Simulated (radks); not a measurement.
Problem. Species: Si II. Configuration: [Ne] 3s2 3p1. Method: non-relativistic Kohn-Sham, PBEsol, spin-polarised, spherical densities, point nucleus; open shells are filled with parallel spins first; hard spherical wall at 5 bohr; computed with a radial shooting solver on a logarithmic mesh with Libxc functionals. Some entries of the table are withheld. Estimate them.

orbital,occ.,eigenvalue (Ry),r(max) (bohr)
1s up,1,-131.2732,0.07307
1s down,1,-131.2653,0.07307
2s up,1,-10.79438,0.4567
2s down,1,-10.78573,0.4568
2p up,3,-7.63489,0.3883
2p down,3,-7.62316,0.3884
3s up,1,-1.37274,1.759
3s down,1,-1.28521,1.748
3p up,1,-0.81263,(1)
3p down,0,-0.72451,(2)
3d up,0,-0.06388,(3)
3d down,0,0.01935,(4)
4s up,0,0.39472,3.522
4s down,0,0.45017,3.535
4p up,0,0.77598,3.655
4p down,0,0.83097,3.664

Solution. 
(1) 3p up r(max) (bohr): 2.006
(2) 3p down r(max) (bohr): 2.000
(3) 3d up r(max) (bohr): 2.487
(4) 3d down r(max) (bohr): 2.510
